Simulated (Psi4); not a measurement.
HfI₄ (SMILES [I][Hf]([I])([I])[I]), singlet, at a GFN2-xTB geometry (such geometries of metal compounds can be far from the true shape) (core potentials on Hf, I), with bond 4-1 at 1.3 times its length; HF/def2-SV(P) (Psi4 1.11).

Here is a job for Psi4.
```
memory 2 GB

molecule {
0 1
  Hf   -0.00000000    0.00000000   -0.00000000
  I     2.15787916   -0.67548443   -1.60777706
  I     0.88007107    0.43252268    2.59539358
  I    -1.54545101    3.00470075   -1.26190917
  I    -1.84914175   -2.06834653   -0.01691715
}

set basis def2-sv(p)
set level_shift 1.0

energy('scf')
print_variables()
```

Problem. Predict the main parts of the log of this Psi4 run.

Solution. 
```
   => Loading Basis Set <=

    Name: DEF2-SV(P)
    Role: ORBITAL
    Keyword: BASIS

    !!!  WARNING: ECP capability is in beta. Please check occupations closely.  !!!

         ---------------------------------------------------------
                                   SCF
               by Justin Turney, Rob Parrish, Andy Simmonett
                          and Daniel G. A. Smith
                              RHF Reference
         ---------------------------------------------------------

  ==> Geometry <==

    Molecular point group: c1
    Full point group: C1

    Geometry (in Angstrom), charge = 0, multiplicity = 1:

       Center              X                  Y                   Z               Mass
    ------------   -----------------  -----------------  -----------------  -----------------
         HF           0.065825876079    -0.127980156502     0.053748890262   179.946557000000
         I            2.223705036079    -0.803464586502    -1.554028169738   126.904471900000
         I            0.945896946079     0.304542523498     2.649142470262   126.904471900000
         I           -1.479625133921     2.876720593498    -1.208160279738   126.904471900000
         I           -1.783315873921    -2.196326686502     0.036831740262   126.904471900000

  Running in c1 symmetry.

  Rotational constants: A =      0.00647  B =      0.00517  C =      0.00517 [cm^-1]
  Rotational constants: A =    194.00473  B =    154.89143  C =    154.89143 [MHz]
  Nuclear repulsion =  624.297450364716269

  Charge       = 0
  Multiplicity = 1
  Electrons    = 112
  Nalpha       = 56
  Nbeta        = 56

  ==> Algorithm <==

  SCF Algorithm Type is DF.
  DIIS enabled.
  MOM disabled.
  Fractional occupation disabled.
  Guess Type is SAD.
  Energy threshold   = 1.00e-06
  Density threshold  = 1.00e-06
  Integral threshold = 1.00e-12

  ==> Primary Basis <==

  Basis Set: DEF2-SV(P)
    Blend: DEF2-SV(P)
    Number of shells: 51
    Number of basis functions: 129
    Number of Cartesian functions: 139
    Spherical Harmonics?: true
    Max angular momentum: 2

  Core potential: DEF2-SV(P)
    Number of shells: 20
    Number of ECP primitives: 126
    Number of ECP core electrons: 172
    Max angular momentum: 3

   => Loading Basis Set <=

    Name: (DEF2-SV(P) AUX)
    Role: JKFIT
    Keyword: DF_BASIS_SCF

  ==> Integral Setup <==

  SCF_SUBTYPE=INCORE selected. In-core MEM_DF algorithm will be used.
  Using in-core AOs.

[...]
   @DF-RHF iter   2: -1233.83182793119249   -9.85647e-03   6.72160e-03 ADIIS/DIIS
   @DF-RHF iter   3: -1234.25098731159778   -4.19159e-01   1.49270e-03 ADIIS/DIIS
   @DF-RHF iter   4: -1234.27852289560633   -2.75356e-02   2.64940e-04 ADIIS/DIIS
   @DF-RHF iter   5: -1234.28006504306632   -1.54215e-03   6.68088e-05 DIIS
   @DF-RHF iter   6: -1234.28023044097677   -1.65398e-04   2.66401e-05 DIIS
   @DF-RHF iter   7: -1234.28026720006142   -3.67591e-05   1.10928e-05 DIIS
   @DF-RHF iter   8: -1234.28027489492843   -7.69487e-06   3.95177e-06 DIIS
   @DF-RHF iter   9: -1234.28027609317883   -1.19825e-06   1.11814e-06 DIIS
   @DF-RHF iter  10: -1234.28027617016619   -7.69874e-08   2.88069e-07 DIIS
  Energy and wave function converged.

  ==> Post-Iterations <==

    Orbital Energies [Eh]
    ---------------------

    Doubly Occupied:

[...]
    Virtual:

[...]
     129A    706.772109

    Final Occupation by Irrep:
              A
    DOCC [    56 ]
    NA   [    56 ]
    NB   [    56 ]

  @DF-RHF Final Energy: -1234.28027617016619

   => Energetics <=

    Nuclear Repulsion Energy =            624.2974503647162692
    One-Electron Energy =               -3394.5782471522998094
    Two-Electron Energy =                1536.0005206174171235
    Total Energy =                      -1234.2802761701661893

Computation Completed

Properties will be evaluated at   0.000000,   0.000000,   0.000000 [a0]

Properties computed using the SCF density matrix

 Multipole Moments:

 ------------------------------------------------------------------------------------
     Multipole            Electronic (a.u.)      Nuclear  (a.u.)        Total (a.u.)
 ------------------------------------------------------------------------------------

 L = 1.  Multiply by 2.5417464519 to convert [e a0] to [Debye]
 Dipole X            :          3.7887652           -2.9169154            0.8718498
 Dipole Y            :         -7.3661936            5.6711328           -1.6950608
 Dipole Z            :          3.0936101           -2.3817528            0.7118574
 Magnitude           :                                                    2.0347222

 ------------------------------------------------------------------------------------

  Variable Map:
  ----------------------------------------------------------------------------
[...]
  Array Variable Map:
  ----------------------------------------------------------------------------
[...]
[...]
```
